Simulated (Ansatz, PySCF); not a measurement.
The Ansatz (an electronic-structure program) input:
Ansatz 0.2 input:
```yaml
crystal:
  periodic: [false, false, false]
  atoms:
    - {symbol: C, position_ang: [-1.02943993, -0.44430689, 0.04872881]}
    - {symbol: S, position_ang: [0.55907768, 0.33245669, -0.03583469]}
    - {symbol: H, position_ang: [-1.13665527, -0.99947606, 0.98682976]}
    - {symbol: H, position_ang: [-1.80491537, 0.31648919, -0.02717459]}
    - {symbol: H, position_ang: [-1.14183024, -1.17864672, -0.75616545]}
    - {symbol: H, position_ang: [1.31479765, -0.79183217, 0.07749249]}
basis:
  gaussian:
    orbitals: STO-3G
hamiltonian:
  xc: b3lyp
total_charge: 1
magnetization: {spin_polarized: true, initial_magnetization: 1}
accuracy: high
```

### Question
Write the same job for PySCF.

### Answer
This is not unique; one that fits is 
```python
from pyscf import gto, scf, dft

mol = gto.M(
    atom='''
C    -1.029440   -0.444307    0.048729
S     0.559078    0.332457   -0.035835
H    -1.136655   -0.999476    0.986830
H    -1.804915    0.316489   -0.027175
H    -1.141830   -1.178647   -0.756165
H     1.314798   -0.791832    0.077492
''',
    basis='sto-3g',
    charge=1,
    spin=1,
    verbose=4,
)

mf = dft.UKS(mol)
mf.xc = 'b3lyp'
mf.grids.atom_grid = (99, 590)
mf.grids.prune = None
mf.kernel()
```

Both were run: Ansatz gave -433.543897 Eh and PySCF -433.543897 Eh, 0.000 mEh apart.
